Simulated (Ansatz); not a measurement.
Reactions of `CC1=CN1`.

Calculated with Ansatz (gas phase, PBE0-D4/def2-TZVP geometries, no zero-point term in ΔE). CCSD(T)/CBS is the MP2 limit (def2-TZVPP, def2-QZVPP) plus CCSD(T) − MP2 in def2-TZVPP, frozen cores. This one scheme is used for every species. DFT in def2-TZVPP. B3LYP here is the variant with VWN-RPA as its local correlation; programs differ in this. Each species was taken in one conformer, which may not be the lowest.

```csv
reaction,CCSD(T)/CBS(def2) (kcal/mol)
`CC1=CN1` + `CO[SiH](O)Cl` → `CO[SiH](Cl)OC` + `C1=CN1`,21.6
`CC1=CN1` + `[NH2][Al]([F])[F]` → `C[NH][Al]([F])[F]` + `C1=CN1`,18.1
`CC1=CN1` + H–F → `FC1=CN1` + CH₄,?
`CC1=CN1` + H₂O → `OC1=CN1` + CH₄,10.9
```

(1) Fill in the missing values. (Best estimate.)

Largest T1 diagnostic: 0.014, for `OC1=CN1`.

Answers

(1) Computed: `CC1=CN1` + H–F → `FC1=CN1` + CH₄: +19.6 kcal/mol.
